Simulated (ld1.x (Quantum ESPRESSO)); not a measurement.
# What one change does to a pseudopotential (silicon, TM)

```
Element                 : silicon
Generator               : ld1.x (Quantum ESPRESSO) 7.5
Type                    : norm-conserving Troullier–Martins (Kleinman–Bylander form)
Functional              : LDA (PZ)
Relativity              : fully relativistic
Frozen core             : [Ne]
Valence charge          : 4
Reference configuration : 3s1.5 3p2.5
Partial waves           : 3p (bound): rc 1.55 bohr; 3s (bound): rc 1.40 bohr
Local potential         : the s channel
Core correction         : a·sin(br)/r model core inside 1.30 bohr
```

Open shells are filled in proportion to 2j + 1 (rel_dist='average').

All-electron outer shells of the reference configuration (LDA (PZ), scalar-relativistic, ld1.x):

```csv
shell,level (eV),outermost node (bohr),outermost maximum (bohr)
2s,-139.55,0.15,0.45
2p,-96.41,–,0.39
3s,-11.27,0.72,1.77
3p,-4.47,0.72,2.11
```

Change: wave 3s (bound): rc 1.40 bohr becomes 3s (bound): rc 0.90 bohr.

Cutoffs: the cutoffs (Ry, on a coarse ladder) from which the occupation-weighted sum of valence levels, in a spherical-Bessel basis at the reference potential, stays within 10 and 1 mRy of its value at 400 Ry; they do not see the model core or the augmentation charge, which bear on the density cutoff. Errors are all-electron minus pseudo energies relative to the spin-unpolarised reference configuration.

Question: Predict the effect on cutoff, ghosts and configuration errors.

Answer: The potential gets harder (35 Ry and 70 Ry → 160 Ry and 300 Ry); a bound ghost appears in p, which as a rule spoils a file; the number of tests that count goes from 7 to 5; of the 5 tests that both files solve, the error grows in 5 and shrinks in 0 by more than 15 % and 0.3 meV (median size 0.7 → 27.3 meV); the range in which the s phases agree narrows (upper end 3.3 → -0.4); the range in which the p1/2 phases agree narrows (upper end 1.0 → -0.1). A smaller radius makes the pseudo-wave follow the all-electron one further in, where it bends more sharply, so more plane waves are needed. That the errors move this way runs against the usual rule that smaller radii transfer better.

```tsv
quantity	base	changed
cutoff, loose	35 Ry	160 Ry
cutoff, tight	70 Ry	300 Ry
loose cutoff by channel (10 mRy a level)	p 6 Ry, s 25 Ry	p 6 Ry, s 140 Ry
bound ghosts	none	p3/2
tests counted (converged, no solver errors)	7 of 7	5 of 7
error for 3s2 3p2, meV [ΔE -3.38 eV]	+0.2	+1.7
error for 3s2 3p1, meV [ΔE 4.45 eV]	+2.2	-63
error for 3s2 3p1.5, meV [ΔE -0.42 eV]	+0.1	-27
error for 3s2 3p2.3, meV [ΔE -4.34 eV]	+0.7	+15
error for 3s0 3p4, meV [ΔE 10.40 eV]	+1.7	+124
s: phases at 1.70 bohr within 0.05 rad from the reference energy up to (Ry; the scan ends near 5)	3.3	-0.4
p1/2: phases at 1.70 bohr within 0.05 rad from the reference energy up to (Ry; the scan ends near 5)	1.0	-0.1
p3/2: phases at 1.70 bohr within 0.05 rad from the reference energy up to (Ry; the scan ends near 5)	1.0	-0.2
```

Changed file: Tests not counted: 3s2 3p0 (pseudo-atom not self-consistent, printed error -335 meV); 3s1 3p0 (pseudo-atom not self-consistent, printed error -1.3 eV). A true bound ghost makes a file unfit for plane-wave use even where its test errors are small: the radial tests pick states by their node count and pass the ghost by. Where a test does run into it, the solver fails or the error is huge.
